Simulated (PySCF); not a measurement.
## Computed data sheet: `CCN[SiH2]OC(C)C`

Species: C₅H₁₅NOSi.
SMILES with atom numbers: `[CH3:1][CH2:2][NH:3][SiH2:4][O:5][CH:6]([CH3:7])[CH3:8]` (hydrogens: H9, H10, H11 on C1; H12, H13 on C2; H14 on N3; H15, H16 on Si4; H17 on C6; H18, H19, H20 on C7; H21, H22, H23 on C8)

From PBE0-D3(BJ)/def2-SVP geometry optimisation, gas phase (PySCF):

```yaml
Point_group: C1
Rotational_constants_A_B_C: 4.454, 0.615, 0.588 GHz
```

From B3LYP/def2-SVPD ground state, ΔSCF and vertical TDDFT (core frozen in the response) (PySCF):

```yaml
Dipole_moment: 0.47 D
HOMO_energy: -6.70 eV
LUMO_energy: 0.38 eV
HOMO–LUMO_gap: 7.08 eV
Lowest_singlet_excitation: 6.05 eV (205 nm, f = 0.027)
Lowest_triplet_excitation_Tamm–Dancoff: 5.84 eV
Static_isotropic_polarisability: 103.6 au
Vertical_ionisation_energy: 8.80 eV
Electronic_spatial_extent_⟨r²⟩_about_the_centre_of_nuclear_charge: 2065 bohr²
```

From PBE0/pcSseg-1 ground state and GIAO shieldings, non-relativistic (PySCF):

```yaml
Lowest_Hirshfeld_atomic_charge: -0.23 e on N3/O5
Highest_Hirshfeld_atomic_charge: +0.40 e on Si4
13C_chemical_shifts_computed_TMS_as_zero_by_class: 67.0 (C6), 42.2 (C2), 27.3 (C7/C8), 22.3 (C1) ppm
1H_chemical_shifts_computed_TMS_as_zero_by_class: 4.68 (H15/H16), 3.82 (H17), 2.93 (H12/H13), 1.14 (H18/H19/H20/H21/H22/H23), 1.08 (H9/H10/H11), 0.72 (H14) ppm
Isotropic_shieldings_of_nuclei_other_than_C_and_H_by_class: 205 (N3), 237 (O5), 381 (Si4) ppm
Mayer_bond_orders_between_heavy_atoms: C1–C2 1.05, C2–N3 0.95, N3–Si4 1.07, Si4–O5 0.94, O5–C6 0.87, C6–C7 1.04, C6–C8 1.03
```

delta-SCF UKS SCAN, pcX-2 on the ionised atom, pcseg-1 elsewhere, spin-free X2C; 2p3/2 from a spin–orbit splitting computed afterwards within the 2p shell (PySCF):

```yaml
Core_binding_energies: Si2p3/2 106.9 (Si4), C1s 290.4 (C7/C8), C1s 290.5 (C1), C1s 291.5 (C2), C1s 292.0 (C6), N1s 404.2 (N3), O1s 537.3 (O5), Si1s 1846.9 (Si4) eV
```

Monoisotopic mass from the formula: 133.0923 u.

S1 lies 1.03 eV below the HOMO–LUMO gap; its leading configuration is HOMO→LUMO, weight 0.93. The principal polarisabilities are 92.0, 94.6 and 124.1 au; their mean is the isotropic value. The vertical singlet–triplet gap S1 − T1 is 0.21 eV (TDDFT singlet less Tamm–Dancoff triplet; S1: HOMO→LUMO, weight 0.93; T1: HOMO→LUMO, weight 0.86). The rotational constants make it an asymmetric top with κ = (2B − A − C)/(A − C) = -0.99, nearer the prolate limit (−1). The largest Löwdin shares of the HOMO are 0.57 on N3, 0.11 on C2, 0.07 on Si4 and 0.06 on H13. No computed singlet falls in the visible range (750 to 380 nm, 1.65 to 3.26 eV); S1 lies 2.79 eV above its blue end.

 NMR classes are plain means over equivalent atoms (diastereotopic ones count apart unless rotation or inversion swaps them), as if these changed places fast; in this geometry the members of some classes differ.

Conformer computed: `[CH3:1][CH2:2][NH:3][SiH2:4][O:5][CH:6]([CH3:7])[CH3:8]`: C1–C2–N3–Si4 -137°, C2–N3–Si4–O5 -85°, N3–Si4–O5–C6 -154°, Si4–O5–C6–C7 152°.

One conformer stands for the species.
